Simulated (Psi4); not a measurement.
C$_{2}$H$_{4}$N (SMILES CC#[NH+]), charge +1, singlet, geometry from GFN2-xTB. Base run: HF/def2-SVP (Psi4 1.11).

Here is a job for Psi4.
```
memory 2 GB

molecule mol {
1 1
C     0.003341    0.001255   -1.237556
C    -0.000401   -0.000151    0.148583
N    -0.003502   -0.001315    1.296926
H     0.008400    1.030122   -1.613517
H     0.893030   -0.516106   -1.612697
H    -0.888352   -0.509103   -1.617500
H    -0.006208   -0.002332    2.299072
}

set {
  basis def2-svp
  reference rhf
  stability_analysis check
  scf_type pk
}

energy('scf')
print_variables()
```

The bond that is stretched is that between atoms 4 and 1. A test that says stable can miss a lower solution.

Each row names what was changed in the base input (with any setting that the change needs).

```csv
change,ΔE vs base (mEh),<S^2>
base,0.000,0.000
stability_analysis = follow; reference = uhf,0.000,0.000
bond × 1.25,32.121,0.000
stability_analysis = follow; reference = uhf; bond × 1.25,32.121,0.000
bond × 1.5,85.615,0.000
stability_analysis = follow; reference = uhf; bond × 1.5,85.615,0.000
bond × 1.8,146.2,0.000
stability_analysis = follow; reference = uhf; bond × 1.8,125.7,0.661
bond × 2.2,209.5,0.000
stability_analysis = follow; reference = uhf; bond × 2.2,140.8,0.962
bond × 3.0,285.2,0.000
stability_analysis = follow; reference = uhf; bond × 3.0,145.6,1.071
```

Psi4 reported an instability in these rows: stability_analysis = follow; reference = uhf; bond × 1.8; stability_analysis = follow; reference = uhf; bond × 2.2; stability_analysis = follow; reference = uhf; bond × 3.0 (restricted rows aren't judged here).

Where a bond breaks into two radicals, a solution with restricted orbitals usually stops being the lowest and lies too high; an unrestricted one lies lower at the price of spin contamination, which <S^2> shows.
